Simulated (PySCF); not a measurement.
[Yb(H2S)2]3+: from a saddle point downhill

PySCF 2.14.0, RKS PBE0, Yb lcecp-1-SVP with ECP59, S def2-SVP, H def2-SVP; non-relativistic Hamiltonian with scalar-relativistic core potentials where named; density fitting; no spin-orbit coupling. Relaxed within the symmetry of its start, the geometry (C2h) is

```xyz
7

Yb    0.0000    0.0000    0.0000
S     0.0000   -0.0280    2.7671
H     1.0350    0.7377    3.2400
H    -1.0350    0.7377    3.2400
S     0.0000    0.0280   -2.7671
H     1.0350   -0.7377   -3.2400
H    -1.0350   -0.7377   -3.2400
```

and its lowest harmonic modes are -104, -64, -39, 199, 225, 364 cm⁻¹ (negative: unstable). It was moved along the lowest mode and relaxed again, within the group C2 that the move left.

Where does it end, and how much lower?

In C2, 0.338 eV lower, after 59 steps:
```xyz
7

Yb   -1.3351    0.0000    0.0000
S     0.4595    0.2067    2.0437
H     0.7973    1.5337    2.1531
H    -0.2442    0.1051    3.2196
S     0.4595   -0.2067   -2.0437
H     0.7973   -1.5337   -2.1531
H    -0.2442   -0.1051   -3.2196
```

How do the contacts change?


| contact | saddle (Å) | end (Å) |
| --- | --- | --- |
| Yb1–S2 (H2S) | 2.767 | 2.728 |
| Yb1–S5 (H2S) | 2.767 | 2.728 |


Is the end a minimum?

Yes; lowest modes 46, 55, 101, 225, 226, 454 cm⁻¹.

An lcecp potential fixes the number of 4f electrons, so in runs with it no electron can move into or out of that shell.

State: singlet in the valence, with the 4f electrons in the core potential.
